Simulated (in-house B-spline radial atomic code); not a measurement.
**Response and correlation of Rb+**

Closed shell [Ar] 3d10 4s2 4p6. Computed with a B-spline radial code for spherical atoms: Dirac-Hartree-Fock, relativistic RPA (time-dependent Dirac-Hartree-Fock) for the response and second-order many-body perturbation theory for correlation, no-pair Dirac-Coulomb Hamiltonian, finite nucleus.

| multipole (bohr³, bohr⁵, bohr⁷) | uncoupled | coupled RPA |
| --- | --- | --- |
| dipole | 9.2679 | ? |
| quadrupole | 28.154 | 35.411 |
| octupole | 231.39 | 314.14 |

Q: What is the coupled dipole polarisability?

A: 9.076 atomic units, -2 % against the uncoupled value.

Q: Which subshells carry the dipole polarisability?

A: 4p3/2 68.6 %, 4p1/2 30.4 %, 4s1/2 0.7 %.

Q: What does the dipole shielding factor come to?

A: The dipole shielding factor is 0.973, against the exact N/Z = 36/37 = 0.973 of the non-relativistic theorem.

Dipole polarisability at imaginary frequency:

```csv
u (Eh),α(iu) (bohr³)
0,9.076
0.141,8.823
0.424,7.255
0.849,4.664
1.41,2.65
2.83,0.9687
5.66,0.3396
14.1,0.08737
```

Q: What dispersion coefficients follow for two such ions (the dispersion part alone)?

A: C6 = (3/π)∫α(iu)²du = 54.96 hartree·bohr⁶ and C8 = 1182 hartree·bohr⁸.

Lowest J = 1 odd-parity excitations:

```
energy (eV)  oscillator strength  leading channel  weight
     16.683               0.0952     4p3/2 → s1/2   0.644
     17.276                0.245     4p3/2 → d3/2   0.376
     17.849                0.203     4p1/2 → s1/2   0.851
     19.324                0.109     4p1/2 → d3/2   0.403
      21.12                 1.86     4p3/2 → d5/2   0.506
      22.27               0.0772     4p3/2 → s1/2   0.986
     22.703               0.0215     4p3/2 → d3/2    0.78
     23.213               0.0896     4p1/2 → s1/2   0.959
```

Second-order correlation energy by the highest angular momentum of the excited pair (hartree): s -0.02345, p -0.2202, d -0.7054, f -0.5944, g -0.1986, h -0.08418, i -0.03843, k -0.01954.

Q: What is the second-order correlation energy at the partial-wave limit?

A: The listed waves sum to -1.8842 hartree; extrapolating the increments as (l + 1/2)⁻⁴ gives -1.9241 hartree, -1.45 eV per electron.
